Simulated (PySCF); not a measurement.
Molecule: C4H5GeO, charge 0, multiplicity 2. It need not be the lowest isomer of its formula. SMILES: [GeH2][c]1ccco1
Coordinates optimised at B3LYP-D3(BJ)/def2-TZVP (Ansatz):
```
C
C 1 1.3718
H 2 1.0772 1 125.64
O 1 1.3772 2 108.46 3 179.59
C 4 1.3559 1 107.66 2 1.00
C 5 1.3591 4 110.54 1 -0.55
H 5 1.0759 4 116.16 1 178.97
H 6 1.0768 5 126.41 7 0.23
Ge 1 1.9264 2 132.51 3 6.02
H 9 1.5443 1 110.05 2 -149.27
H 9 1.5451 10 111.93 1 -119.53
```
Charge 0, spin multiplicity 2.

Dispersion corrections to the total energy (kcal/mol) from the dftd3 and dftd4 libraries through PySCF: D3(BJ) without and D4 with the three-body term, each with the damping fitted for the functional named.

| functional | D3(BJ) | D4 |
|---|---|---|
| r2SCAN | -1.73 | [?] |
| BP86 | -10.22 | -8.85 |
| CAM-B3LYP | [?] | -5.62 |
| HF | -50.06 | -23.87 |
| TPSS | [?] | -8.88 |
| BLYP | -13.34 | -14.57 |
| PW6B95 | -3.34 | -5.67 |

Problem. Some entries are withheld; supply them.

Solution. 
- r2SCAN, D4: -1.60
- CAM-B3LYP, D3(BJ): -5.06
- TPSS, D3(BJ): -7.83
